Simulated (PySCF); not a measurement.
Species: C₇H₁₁OP.
Numbering: `[CH2:1]=[CH:2][C:3]1=[C:4]([CH3:5])[CH2:6][P@H:7](=[O:8])[CH2:9]1`

Probes without a nucleus sit at each ring's centroid and 1 Å off its mean plane on both sides; NICS is minus the shielding there, NICSzz its component along the normal. Level: GIAO PBE0/pcSseg-1 (PySCF, non-relativistic, gas phase) on the GFN2-xTB geometry, one conformer.

Ring bond lengths (Å), with Mayer bond orders in brackets: C3–C4 1.345 (1.65), C4–C6 1.504 (1.05), C6–P7 1.830 (0.90), P7–C9 1.829 (0.90), C9–C3 1.510 (1.05).

Q: What do the NICS probes read (ppm)?

A: 
```
          ring                                                     type  NICS(0)  NICS(1), two faces  NICS(1)zz, two faces  rms pucker (Å)  centre to ring atoms, mean (Å)
C3–C4–C6–P7–C9  5-membered ring with P; formal bonds 1 double, 4 single     -3.0         -6.2 / -1.6            -3.3 / 2.5            0.15                            1.35
```

Q: What do they say, and how far can they be read as aromaticity?

A: 
- C3–C4–C6–P7–C9: mean NICS(1)zz -0.4 ppm, near zero. C6, P7, C9 have four or more neighbours, so the value isn't read as a sign of a π ring current. The two faces differ by 5.8 ppm, so no symmetry operation interchanges them.
